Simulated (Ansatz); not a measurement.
Gas-phase electronic energies from Ansatz, PBE0-D4/def2-TZVP geometries. CCSD(T)/CBS is the MP2 limit (def2-TZVPP, def2-QZVPP) plus CCSD(T) − MP2 in def2-TZVPP, frozen cores. This one scheme is used for every species. Functionals use def2-TZVPP. Each species was taken in one conformer, which may not be the lowest.

Reaction (cleavage of the Si–B bond): `B[SiH](C)CF` + H₂S → `C[SiH](S)CF` + BH₃

```csv
level,ΔE (kJ/mol)
r2SCAN-D4,-83.6
PBE-QIDH,-86.7
PBE,-73.6
SCS-MP2/def2-TZVPP,-90.6
```

(1) What does CCSD(T)/CBS give? (An estimate is asked.)

Largest T1 diagnostic among the species: 0.011.

Answers

(1) Ansatz gave: -85.1 kJ/mol. The listed levels differ from it by 1.5, -1.6, 11.5, -5.5 kJ/mol.

At CCSD(T), def2-SVP lies +12.8 kJ/mol from the extrapolated value and def2-TZVPP +3.1 kJ/mol. From PBE to PBE0 (25 % exact exchange), in def2-TZVPP and without D4, ΔE moves by −4.7 kJ/mol. The D4 term adds −4.1 kJ/mol with B3LYP and −2.1 kJ/mol with PBE0; it sums over pairs of atoms, weighted by their polarisabilities, and B3LYP, whose exchange is more repulsive, gets the larger term.

B3LYP here is the variant with VWN-RPA as its local correlation; programs differ in this.
